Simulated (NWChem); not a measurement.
# C3H6BrF; SMILES CC[C@H](F)Br

```xyz
11

C     -1.1471     1.9606    -0.5665
C     -0.4089     1.5700     0.7020
C      0.6436     0.5041     0.5162
F      1.5533     0.8863    -0.4085
Br    -0.1338    -1.2089    -0.0459
H     -1.7258     1.1148    -0.9662
H     -1.8433     2.7883    -0.3687
H     -0.4410     2.2866    -1.3438
H      0.1239     2.4451     1.1155
H     -1.1048     1.2284     1.4842
H      1.1691     0.2643     1.4518
```
Atoms are numbered in this order, from 1.

Program: NWChem. All runs use the structure optimised with PBE0/def2-SVP. Total energies compare along this basis series because the functional is fixed.

| level | basis functions | energy (Ha) | highest occupied level (eV) | orbital gap (eV) | dipole (D) |
|---|---|---|---|---|---|
| CAM-B3LYP/STO-3G | 44 | -2760.8735 | -6.29 | 11.89 | 1.88 |
| CAM-B3LYP/def2-SVP | 118 | -2791.4823 | -9.28 | 10.72 | 2.08 |
| CAM-B3LYP/def2-SVPD | 172 | -2791.5044 | -9.53 | 10.15 | 2.25 |
| CAM-B3LYP/def2-TZVP | 208 | -2792.0532 | -9.47 | (withheld) | 2.23 |

Question: Some entries are withheld; supply them.

Answer: 
- CAM-B3LYP/def2-TZVP, orbital gap (eV): 10.51
